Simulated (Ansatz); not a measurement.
Molecule: sum formula Si₂H₃F₃, net charge 0, singlet state. 
Structure (B3LYP-D3(BJ)/def2-TZVP (Ansatz, a quantum-chemistry and plane-wave program) minimum search):
```
Si
F 1 1.5979
F 1 1.6002 2 107.34
H 1 1.4757 2 107.51 3 115.67
Si 1 2.3559 4 116.60 2 -123.62
F 5 1.6107 1 108.26 4 55.01
H 5 1.4790 6 108.57 1 -120.90
H 5 1.4800 7 110.01 6 118.13
```

Basis-set convergence of Hartree-Fock and MP2 correlation energies (hartree) with Ansatz. Correlated levels leave the core frozen unless marked. Spin-orbit coupling is left out. No relativistic terms.

```json
[
 {"basis": "cc-pV(D+d)Z", "functions": "103", "E(HF)": "-878.12128", "E(corr, MP2)": "-0.74720"},
 {"basis": "cc-pV(T+d)Z", "functions": "210", "E(HF)": "-878.27510", "E(corr, MP2)": "-0.98800"},
 {"basis": "cc-pV(Q+d)Z", "functions": "383", "E(HF)": "-878.31257", "E(corr, MP2)": "-1.07879"}
]
```

Extrapolating the two largest sets (X = 3 and 4) as X^-3: E(corr) = (64·(-1.07879) - 27·(-0.98800))/37 = -1.1450 Eh, an estimate of the basis-set limit. The largest set recovers 94.2 % of it, the smallest 65.3 %.
